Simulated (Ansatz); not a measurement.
A nudged elastic band was laid between two geometries of BF2H3Si (7 atoms, charge 0, multiplicity 1).

Computed with RKS PBE/def2-SVP in Ansatz 0.2.0.

```
movable images  : 7
climbing image  : yes
spring          : 5.0 eV/Å²
optimiser       : quadratic models (default)
start path      : through a guess of the saddle point
force threshold : 0.05 eV/Å
iteration limit : 60
end points      : relaxed
```

Initial state:

```xyz
7
Properties=species:S:1:pos:R:3
F -1.443 0.807 -1.463
B -0.425 0.946 -0.619
Si 0.318 -0.625 0.441
F -0.478 -2.027 0.105
H 0.049 2.070 -0.505
H 1.779 -0.819 0.122
H 0.200 -0.352 1.919
```

Final state:

```xyz
7
Properties=species:S:1:pos:R:3
F -1.152 0.600 -1.160
B -0.124 0.715 -0.293
Si 0.715 -1.038 0.894
F -0.314 -2.179 0.291
H 0.415 1.797 -0.108
H 0.884 -0.142 -0.561
H -0.424 0.248 0.937
```

Problem. Which bonds break or form, and what moves?

Solution. No bond is made or broken.

Problem. Give the energies along the band, and the barrier.

Solution. The run converged. The highest image is number 5 of 0 to 8, 191.7 kJ/mol above the first end and 149.2 kJ/mol above the last; the last end lies 42.5 kJ/mol above the first. A vibrational analysis at the climbing image gives one clearly imaginary mode, 1028i cm⁻¹: a first-order saddle point.

```tsv
image	path coordinate (Å)	energy (kJ/mol)
0	0.00	0.0
1	0.32	2.7
2	0.63	19.5
3	0.95	68.7
4	1.27	147.4
5	1.59	191.7
6	1.97	138.3
7	2.35	56.6
8	2.73	42.5
```

Problem. What is the geometry of the highest image?

Solution. 
```xyz
7
Properties=species:S:1:pos:R:3
F -1.292 0.710 -1.216
B -0.256 0.781 -0.389
Si 0.523 -0.935 0.636
F -0.481 -2.143 0.133
H 0.282 1.867 -0.212
H 1.374 -0.363 -0.465
H -0.148 0.083 1.512
```

Problem. What are the harmonic wavenumbers there?

Solution. 1028i, 93, 101, 345, 394, 453, 676, 804, 834, 891, 1048, 1280, 2163, 2196, 2504 cm⁻¹.

Time of the run: 2.6 min on 1 thread of Arm Neoverse V1 (shared host), peak memory 0.25 GiB.
